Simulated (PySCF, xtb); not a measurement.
Bi(OH)2(OMe) (CH₅BiO₃), SMILES [O](C)[Bi]([OH])[OH]. The values are those of a single conformer.

Harmonic wavenumbers (cm⁻¹) from GFN2-xTB run with xtb 6.7.1 at its own minimum, in rising order: 80, 95, 150, 157, 172, 224, 267, 297, 409, 466, 471, 846, 883, 1071, 1140, 1145, 1412, 1484, 1496, 2871, 2919, 2972, 3673, 3682.

### Question
What does PBE0-D3(BJ)/def2-SVP (PySCF) give at its own minimum? (An estimate is asked for; the answer gives what the named calculation found.)

### Answer
54, 86, 142, 150, 159, 234, 277, 371, 506, 561, 579, 812, 840, 1133, 1173, 1186, 1456, 1471, 1485, 2985, 3063, 3098, 3841, 3860. Paired by order, the mean absolute difference is 61 cm⁻¹ and the zero-point energies are 40.6 and 42.2 kcal/mol.
